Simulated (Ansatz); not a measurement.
Reaction (substitution at a C–Si bond): `C[SiH2]C(F)(F)F` + `[CH3][Ge]([OH])([OH])[OH]` → `C[O][Ge]([CH3])([OH])[OH]` + `FC(F)(F)[SiH3]`

Computed with Ansatz on PBE0-D4/def2-TZVP structures; ΔE is electronic, products minus reactants. CBS: MP2 limit from def2 TZ/QZ plus the TZ coupled-cluster correction, frozen cores. For Ge outer-core shells are correlated without core-valence functions, which leaves a few kJ/mol of doubt a bond. Scalar relativity is left out up to krypton. Each species was taken in one conformer, which may not be the lowest.

| species | MP2/def2-TZVPP energy (Eh) |
| --- | --- |
| `C[SiH2]C(F)(F)F` | -667.28871 |
| `[CH3][Ge]([OH])([OH])[OH]` | -2342.70444 |
| `C[O][Ge]([CH3])([OH])[OH]` | -2381.90389 |
| `FC(F)(F)[SiH3]` | -628.04749 |

**Question.** Work out ΔE.

**Answer.** ΔE = (-2381.90389) + (-628.04749) − (-667.28871) − (-2342.70444) = 0.04177 Eh = +26.2 kcal/mol. CCSD(T)/CBS gives +25.7 kcal/mol.

Largest T1 diagnostic among the species: 0.013.

In def2-TZVPP, CCSD(T) changes the Hartree–Fock value by +2.4 kcal/mol (the triples alone add +0.1 kcal/mol) and MP2 by +4.0 kcal/mol.
